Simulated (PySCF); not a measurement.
(S)-bromo-chloro-fluoromethane (CHBrClF), SMILES F[C@@H](Cl)Br.

The structure is a stationary point at PBE0-D3(BJ)/def2-SVP.

Two levels are set side by side: PBE/def2-TZVPD (PySCF) and ωB97X/def2-TZVPD (PySCF). Same geometry, gas phase. Differences are taken from unrounded values.

```
quantity                      ωB97X    PBE  PBE minus ωB97X
---------------------------  ------  -----  ---------------
orbital gap (eV)              11.98   5.18            -6.80
highest occupied level (eV)  -11.03  -7.31             3.71
lowest empty level (eV)        0.96  -2.13            -3.09
dipole moment (D)              1.21   1.12            -0.09
mean polarisability (bohr³)    51.2   54.0              2.8
```

Without exact exchange PBE keeps part of each electron's self-repulsion, which lifts occupied levels and narrows the gap. PBE's more diffuse valence density responds more strongly to a field. Differences between two approximate levels are no errors against the true value.

Rough cost on one machine, each run with all the roots and properties that it gave: ωB97X against PBE within a factor of 2.
